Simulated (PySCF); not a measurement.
AlGe: frontier orbitals

UHF at R = 2.466 Å; PySCF, spin-free X2C with a Gaussian nucleus, basis sets Al x2c-SVPall, Ge x2c-SVPall. State: ⁴Σ⁻ (quartet), unpaired electrons σ ↑, π ↑↑. Only the outer orbitals are listed, counted within each symmetry.

```tsv
spin	orbital	occ.	ε (eV)	on Al (%)	main shells (%)
α	10σ	1	-18.82	13	84 Ge s, 10 Al s
α	11σ	1	-11.87	62	60 Al s, 25 Ge p, 13 Ge s
α	12σ	1	-7.82	57	41 Ge p, 40 Al p, 17 Al s
α	5π	1	-7.70	17	82 Ge p, 16 Al p
α	5π	1	-7.70	17	82 Ge p, 16 Al p
α	6π	0	0.85	84	83 Al p, 16 Ge p
α	6π	0	0.85	84	83 Al p, 16 Ge p
α	13σ	0	3.56	104	75 Al p, 25 Al s, 15 Ge p
β	10σ	1	-14.13	28	70 Ge s, 25 Al s
β	11σ	1	-9.20	72	71 Al s, 25 Ge s
β	5π	0	0.43	76	76 Al p, 24 Ge p
β	5π	0	0.43	76	76 Al p, 24 Ge p
β	12σ	0	0.47	51	45 Al p, 44 Ge p
```

Task: Which are the highest filled and the lowest empty level, where do they sit, and how wide is the gap?

Result: Highest filled α 5π at -7.70 eV (in %: 82 Ge p, 16 Al p); lowest empty β 5π at 0.43 eV (in %: 76 Al p, 24 Ge p); the gap at UHF is 8.13 eV. Both belong to one degenerate shell, split only by its one-sided filling, so this is no excitation gap. An empty level above zero is unbound, and its energy depends on the basis.

* bond order (Mayer): 1.13
* ⟨S²⟩: 3.771
* charge on Al (Mulliken, basis-dependent): 0.33
* charge on Al (Löwdin, basis-dependent): 0.22
* dipole moment (positive dipole means Al(−)Ge(+)): -1.71 D
* polarisability along the bond: 129.2 bohr³
* polarisability across the bond: 51.5 bohr³

Shares are Mulliken populations and can fall outside 0 to 100 %.

Spin–orbit coupling is left out. The state was picked by a PBE0 search and need not be the measured ground state.
